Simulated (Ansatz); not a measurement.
The cluster Nb₃Te₅⁻. Charge -1, multiplicity 3. Geometry PBE-D4/def2-SVP, that of the neutral doublet; atoms count from 1.

```xyz
8

Nb    1.541    1.910   -0.088
Nb   -0.340    1.151   -1.392
Nb    0.352   -0.403    0.615
Te    3.040   -0.213    0.772
Te   -0.915    2.129    1.125
Te    0.317   -1.545   -1.937
Te   -1.696   -1.864    1.786
Te   -2.299   -1.165   -0.880
```

In the def2 sets Nb, Te take a core potential; there is no spin–orbit coupling. The structure comes from a short search, and lower isomers may exist.

(1) Estimate the Mulliken populations from the PBE0/def2-SVP orbitals of Ansatz.

(2) Where does the spin sit?

(3) And the Mayer bond orders between heavy atoms (over 0.3)?

Results:

(1) 
| atom | charge (e) | spin (α − β) | d electrons |
| --- | --- | --- | --- |
| Nb1 | 0.16 | 0.60 | 3.90 |
| Nb2 | -0.07 | 0.67 | 3.96 |
| Nb3 | -0.03 | -0.14 | 3.92 |
| Te4 | -0.31 | 0.07 | – |
| Te5 | -0.24 | -0.04 | – |
| Te6 | -0.18 | 0.43 | – |
| Te7 | -0.27 | 0.17 | – |
| Te8 | -0.06 | 0.24 | – |
Mulliken values depend strongly on the basis.

(2) Summed by element: Nb 1.13, Te 0.87, of 2 unpaired in all. Largest on single atoms: Nb2 0.67, Nb1 0.60, Te6 0.43.

(3) Nb1–Nb2 2.28 (2.41 Å); Nb1–Nb3 1.05 (2.69 Å); Nb1–Te4 1.08 (2.74 Å); Nb1–Te5 0.89 (2.75 Å); Nb2–Nb3 1.19 (2.63 Å); Nb2–Te5 0.92 (2.76 Å); Nb2–Te6 0.84 (2.83 Å); Nb2–Te8 0.51 (3.08 Å); Nb3–Te4 1.19 (2.70 Å); Nb3–Te5 0.68 (2.88 Å); Nb3–Te6 0.76 (2.80 Å); Nb3–Te7 1.02 (2.77 Å); Nb3–Te8 0.38 (3.14 Å); Te6–Te8 0.56 (2.85 Å); Te7–Te8 0.84 (2.82 Å).
